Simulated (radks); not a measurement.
Question: All-electron atom: Ir XLVIII in [Ar] 3d10 4s2. All-electron calculation, Dirac Kohn-Sham, relativistic LDA (MacDonald-Vosko exchange, VWN5 correlation), spin-unpolarised, spherical densities, finite nucleus; Fermi nuclear charge, rms radius 5.4032 fm. Program: a radial shooting solver on a logarithmic mesh with Libxc functionals.

Spin-orbit splittings of the eigenvalues, e(l+1/2) - e(l-1/2), with zeta = 2 splitting/(2l+1) and mean radii in bohr:

shell  occ.  splitting (eV)  zeta (eV)  <r> j=l-1/2  <r> j=l+1/2
2p        6            1613       1076      0.06026      0.06848
3p        6               ?          ?       0.1769       0.1910
3d       10           81.64      32.66       0.1658       0.1701

Estimate the 3p splitting.

Answer: 369.4 eV (zeta = 246.3 eV).
